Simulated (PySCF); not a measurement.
Molecule: SMILES CC[CH2][AlH-]1[Cl+][AlH2-][Cl+]1, C3H10Al2Cl2.

Cartesian coordinates in Å; atom numbers follow the order of the lines, from 1:
```xyz
17

C    -2.0720    0.7310    0.6646
C    -2.0597   -0.4044   -0.3457
C    -0.7221   -1.1600   -0.2724
Al    0.6252    0.2610   -0.6074
Cl    1.7544    0.8747    1.2153
Al    3.6059    0.1198    0.3640
Cl    2.5429   -0.4900   -1.4351
H    -1.9780    0.3438    1.6769
H    -1.2171    1.3913    0.4706
H    -2.9842    1.3190    0.5983
H    -2.1834    0.0140   -1.3487
H    -2.9048   -1.0743   -0.1621
H    -0.7366   -1.9732   -1.0114
H    -0.6655   -1.6649    0.7035
H     0.4182    1.5693   -1.3975
H     4.0272   -1.1439    1.1418
H     4.5428    1.2988    0.0343
```

Frames of a GFN2-xTB Langevin trajectory at 400 K; GIAO PBE0/pcSseg-1 shieldings in PySCF 2.14, gas phase, non-relativistic; equivalent atoms averaged within each frame.

Chemical shifts δ = σref − σ; TMS for 13C (σref 186.93), 1H (σref 31.72); AlH4- for 27Al (σref 489.97); HCl for 35Cl (σref 949.78), all at this level. The references are static minima.

Problem. How do the shifts (ppm) fluctuate along the trajectory?

Solution. 
| time (fs) | C1 | C2 | C3 | Al4 | Al6 | Cl5/Cl7 | H17 | H15 | H16 | H8/H9/H10 |
| --- | --- | --- | --- | --- | --- | --- | --- | --- | --- | --- |
| 250 | 31.7 | 24.3 | 24.2 | 93.7 | 77.7 | 20 | 5.30 | 4.99 | 4.65 | 2.07 |
| 425 | 14.7 | 27.5 | 23.3 | 90.1 | 83.5 | 49 | 3.51 | 5.02 | 4.84 | 0.54 |
| 625 | 23.8 | 23.9 | 35.7 | 91.3 | 72.6 | 56 | 5.59 | 4.20 | 4.67 | -0.02 |
| 800 | 23.6 | 15.7 | 33.1 | 75.6 | 89.0 | 37 | 4.22 | 5.42 | 5.02 | 2.17 |
| 1000 | 30.1 | 33.4 | 21.4 | 94.3 | 74.3 | 55 | 5.30 | 4.44 | 4.32 | 2.21 |
| mean of frames | 24.8 | 24.9 | 27.5 | 89.0 | 79.4 | 43 | 4.78 | 4.81 | 4.70 | 1.39 |
| standard deviation | 6.7 | 6.4 | 6.4 | 7.7 | 6.8 | 15 | 0.89 | 0.49 | 0.26 | 1.06 |

5 frames give an uncertainty of the mean of about the standard deviation over 2.2 at best, since frames this close in time may not be independent; classical motion lacks zero-point vibration, and the reference would need the same averaging.
